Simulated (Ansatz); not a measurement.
Single points on the cluster AsP₃.

```yaml
crystal:
  periodic: [false, false, false]
  atoms:
    - {symbol: P, position_ang: [-0.365761, 1.308203, 0.164513]}
    - {symbol: P, position_ang: [1.364142, -0.052632, -0.092345]}
    - {symbol: P, position_ang: [-0.524611, -0.443508, -1.183329]}
    - {symbol: As, position_ang: [-0.473771, -0.812063, 1.111162]}
basis:
  gaussian: {orbitals: def2-TZVP, initial_orbitals: start.molden}
correlation: {method: mp2}
scf: {omitted_lower_state_checks: [starts]}
output: {orbitals: {seedname: orbitals}}
```

The file start.molden holds the orbitals of an earlier run on this structure, at another level or in another basis.

```sh
$ ansatz run in.yaml --threads 4 --pin off --events-out ev --progress --plain --max-ram 3916MiB
```

Output, abridged:

```
Functional definition: HF
984 factors; integrals over basis functions are off by at most 8.5e-4 eV
mean field evaluation 1: about -88611.7602 eV, gradient 3.9e1 eV
mean field evaluation 2: about -88612.5540 eV, gradient 1.1e0 eV
mean field evaluation 4: about -88613.6015 eV, gradient 4.4e-2 eV
mean field evaluation 8: about -88613.6025 eV, gradient 1.6e-6 eV
mean field -88613.60250251 eV, -3256.4898275101 hartree, gradient 4.0e-6 eV, S^2 0.000000; 0 other end points of the search recorded, 0 dependent functions left out
24 core orbitals not correlated: weight in the atoms' cores, before any rotation towards them, 1.000 or more for the frozen orbitals, at most 0.000 for the correlated occupied ones
reference -88613.60250251 eV, -3256.4898275101 hartree; 15, 15 occupied and 120, 120 virtual orbitals, 984 factors
second order -19.01273170 eV of doubles, -0.00000000 eV of singles
Total energy: -88632.61523421 eV, -3257.1885325127 hartree
Checks for a lower state left out: starts
```

Run time 1.4 s (4 threads of Arm Neoverse V2 on a shared host).

The first input with `gaussian: {orbitals: 6-31G}`, `hamiltonian: {xc: {name: B3LYP}, dispersion: d4}` and without the key `correlation` (abridged; 0.65 s):

```
Functional definition: B3LYP
mean field -88696.24109226 eV, -3259.5267396690 hartree, gradient 1.1e-5 eV, S^2 0.000000
Total energy: -88696.66310105 eV, -3259.5422482059 hartree
Checks for a lower state left out: starts
```

As the first input, with `gaussian: {orbitals: def2-SVP, initial_orbitals: start.molden}`, `hamiltonian: {xc: pbe, dispersion: d4}` and without the key `correlation` (abridged; 0.55 s):

```
Functional definition: PBE
mean field -88671.34114406 eV, -3258.6116834504 hartree, gradient 9.2e-6 eV, S^2 0.000000
Total energy: -88671.59144865 eV, -3258.6208819746 hartree
Checks for a lower state left out: starts
```

First input, but with `gaussian: {orbitals: 6-31G}`, `hamiltonian: {xc: hf}` and without the key `correlation` (abridged; 0.3 s):

```
Functional definition: HF
mean field -88596.50999377 eV, -3255.8616893998 hartree, gradient 1.5e-5 eV, S^2 0.000000
Total energy: -88596.50999377 eV, -3255.8616893998 hartree
Checks for a lower state left out: starts
```

The first input with `gaussian: {orbitals: def2-SVP, initial_orbitals: start.molden}`, `hamiltonian: {xc: pbe0, dispersion: d4}` and without the key `correlation` (abridged; 0.75 s):

```
Functional definition: PBE0
mean field -88675.11979537 eV, -3258.7505463247 hartree, gradient 1.2e-5 eV, S^2 0.000000
Total energy: -88675.32870264 eV, -3258.7582235254 hartree
Checks for a lower state left out: starts
```

As the first input, with `hamiltonian: {xc: {name: BHLYP}, dispersion: d4}` and without the key `correlation` (abridged; 1.7 s):

```
Functional definition: BHLYP
mean field -88708.99718312 eV, -3259.9955173617 hartree, gradient 7.9e-6 eV, S^2 0.000000
Total energy: -88709.40559418 eV, -3260.0105261914 hartree
Checks for a lower state left out: starts
```

First input, but with `hamiltonian: {xc: {name: CAM-B3LYP}, dispersion: d4}` and without the key `correlation` (abridged; 1.9 s):

```
Functional definition: CAM-B3LYP
mean field -88713.38980120 eV, -3260.1569430987 hartree, gradient 1.3e-5 eV, S^2 0.000000
Total energy: -88713.60850842 eV, -3260.1649804409 hartree
Checks for a lower state left out: starts
```

Geometry: r2SCAN-D4/def2-SVP.

The 6-31G sets use Cartesian d functions. B3LYP takes the VWN-RPA correlation. Correlated methods freeze 24 core orbitals; core or outer-core shells of As are correlated, in sets that lack core-valence functions. The structure comes from a short search, and lower isomers may exist.
